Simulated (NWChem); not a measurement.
System: CH6OSi; SMILES O[SiH2]C

```xyz
9

Si     0.4543     0.1230    -0.0137
C     -0.4306    -1.5386    -0.0336
O     -0.5875     1.4291    -0.0872
H      1.3144     0.2606    -1.2150
H      1.3102     0.1895     1.2099
H     -1.0783    -1.6727     0.8412
H      0.3029    -2.3552    -0.0270
H     -1.0492    -1.6499    -0.9312
H     -1.1645     1.5617     0.6773
```
Atoms are numbered in this order, from 1.

Computed with NWChem. Geometry optimised at B3LYP/6-31G*; all other runs use it. Pople sets run with spherical d functions.

```json
[
 {"quantity": "solvation free energy (kcal/mol) in acetone", "level": "PBE/def2-SVP, SMD", "value": "-3.6"},
 {"quantity": "vertical ionisation energy, ΔSCF (eV)", "level": "PBE0/6-31+G*", "value": "10.67"},
 {"quantity": "vertical, lowest excitation, singlet (eV)", "level": "B3LYP/6-31+G*, TDA", "value": "6.73"},
 {"quantity": "charge (e), ESP C2", "level": "Hartree-Fock/6-31G*", "value": "-0.43"},
 {"quantity": "dipole (D)", "level": "B3LYP/6-31G*", "value": "1.86"},
 {"quantity": "highest harmonic frequency (cm⁻¹)", "level": "B3LYP/6-31G*", "value": "3805"}
]
```
